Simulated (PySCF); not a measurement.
C4H4FNSe.
Structure used (PBE0-D3(BJ)/def2-SVP), in Å, numbered top down from 1:
```xyz
11
C4H4FNSe angstrom
C     -1.786    0.014   -0.113
C     -0.325    0.293   -0.065
Se     0.481    1.963   -0.198
N      2.124    1.226   -0.009
C      1.999   -0.064    0.126
C      0.682   -0.616    0.104
F      0.472   -1.923    0.235
H     -2.302    0.645   -0.850
H     -1.955   -1.039   -0.380
H     -2.259    0.190    0.867
H      2.894   -0.685    0.251
```

Level: PBE0/def2-SVPD in PySCF, non-relativistic, on one gas-phase PBE0-D3(BJ)/def2-SVP geometry that isn't relaxed in the solvent. The solvent is an IEF-PCM continuum (van der Waals radii × 1.2), and excitations are vertical TDDFT with non-equilibrium linear response and a frozen core. Specific hydrogen bonds and non-electrostatic terms are outside this model. Spin–orbit coupling is left out although an atom past zinc is present.

Gas-phase singlets (H = HOMO, L = LUMO):

```csv
state,E (eV),λ (nm),f,leading configurations
S1,4.832,257,0.003,H→L+1 91%
S2,5.006,248,0.096,H→L 86%
S3,5.298,234,0.002,H-2→L 91%
S4,5.442,228,0.002,H-1→L+1 85%
S5,5.676,218,0.083,H-1→L 88%
```

**Question.** How does the list change in tetrahydrofuran (ε = 7.426)?

**Answer.** 
```csv
state,E (eV),λ (nm),f,leading configurations,change by rank (eV)
S1,4.905,253,0.027,"H→L+1 74%, H→L 21%",+0.073
S2,4.976,249,0.118,"H→L 72%, H→L+1 21%",-0.030
S3,5.407,229,0.004,"H-2→L 82%, H-1→L+1 15%",+0.109
S4,5.510,225,0.010,"H-1→L+1 69%, H-2→L 17%, H-1→L 11%",+0.068
S5,5.616,221,0.110,"H-1→L 82%, H-1→L+1 12%",-0.060
```

**Question.** How does the list change in methanol (ε = 32.61)?

**Answer.** 
```json
{"state": "S1", "E (eV)": "4.928", "λ (nm)": "252", "f": "0.031", "leading configurations": "H→L+1 71%, H→L 24%", "change by rank (eV)": "+0.096"}
{"state": "S2", "E (eV)": "4.991", "λ (nm)": "248", "f": "0.109", "leading configurations": "H→L 69%, H→L+1 25%", "change by rank (eV)": "-0.015"}
{"state": "S3", "E (eV)": "5.433", "λ (nm)": "228", "f": "0.004", "leading configurations": "H-2→L 78%, H-1→L+1 19%", "change by rank (eV)": "+0.135"}
{"state": "S4", "E (eV)": "5.528", "λ (nm)": "224", "f": "0.011", "leading configurations": "H-1→L+1 64%, H-2→L 20%, H-1→L 12%", "change by rank (eV)": "+0.086"}
{"state": "S5", "E (eV)": "5.622", "λ (nm)": "221", "f": "0.105", "leading configurations": "H-1→L 80%, H-1→L+1 13%", "change by rank (eV)": "-0.054"}
```

**Question.** The ground-state energy changes by -0.192 eV from gas to methanol. By how much does the total energy of gas-phase S3 change?

**Answer.** E(S3) = E(S0) + excitation energy, so it changes by -0.192 + 0.135 = -0.057 eV: it is lowered less than the ground state, which is what a blue shift means. This is the vertical state, with the slow part of the continuum still set for S0.

**Question.** How do the frontier levels move from gas to methanol?

**Answer.** 
```json
{"orbital": "LUMO+2", "gas (eV)": "0.57", "solvent (eV)": "0.68", "change (eV)": "+0.11"}
{"orbital": "LUMO+1", "gas (eV)": "-0.78", "solvent (eV)": "-0.64", "change (eV)": "+0.14"}
{"orbital": "LUMO", "gas (eV)": "-1.31", "solvent (eV)": "-1.28", "change (eV)": "+0.03"}
{"orbital": "HOMO", "gas (eV)": "-7.12", "solvent (eV)": "-7.12", "change (eV)": "0.00"}
{"orbital": "HOMO-1", "gas (eV)": "-7.71", "solvent (eV)": "-7.67", "change (eV)": "+0.04"}
{"orbital": "HOMO-2", "gas (eV)": "-8.34", "solvent (eV)": "-8.46", "change (eV)": "-0.12"}
{"orbital": "HOMO-3", "gas (eV)": "-9.99", "solvent (eV)": "-9.88", "change (eV)": "+0.11"}
```

The HOMO–LUMO gap goes from 5.82 to 5.84 eV.

Hardware: x86-64 server, one thread (shared host). Cost: 29 s of wall time. This is the whole response run at PBE0/def2-SVPD in methanol, SCF included.
